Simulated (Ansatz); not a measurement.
Reaction (ligand exchange at the Al–C bond): `C[CH2][Al]([Cl])[Br]` + HCl → `[Cl][Al]([Cl])[Br]` + ethane

Isolated molecules relaxed with PBE0-D4/def2-TZVP in Ansatz; ΔE leaves out vibrations. CCSD(T)/CBS adds triple-zeta CCSD(T) − MP2 to the extrapolated MP2 energy (def2 sets, frozen cores). This one scheme is used for every species. Functionals use def2-TZVPP. For Br outer-core shells are correlated without core-valence functions, which leaves a few kJ/mol of doubt a bond. Scalar relativity is left out up to krypton. One conformer a species, not always the lowest.

| species | LC-ωPBE energy (Eh) |
| --- | --- |
| `C[CH2][Al]([Cl])[Br]` | -3355.59754 |
| HCl | -460.69673 |
| `[Cl][Al]([Cl])[Br]` | -3736.54256 |
| `CC` | -79.81175 |

Work out ΔE.

ΔE = (-3736.54256) + (-79.81175) − (-3355.59754) − (-460.69673) = -0.06004 Eh = -37.7 kcal/mol. CCSD(T)/CBS gives -37.7 kcal/mol.

Largest T1 diagnostic among the species: 0.008.

Leaving LDA and LC-ωPBE aside and taking each functional with its dispersion term where it has one, the values, not all of them listed here, spread over 3.6 kcal/mol, from BHLYP-D4 to PBE-D4. LDA lies +1.9 kcal/mol from PBE without D4. From BLYP to BHLYP (50 % exact exchange), in def2-TZVPP and without D4, ΔE moves by −2.3 kcal/mol.
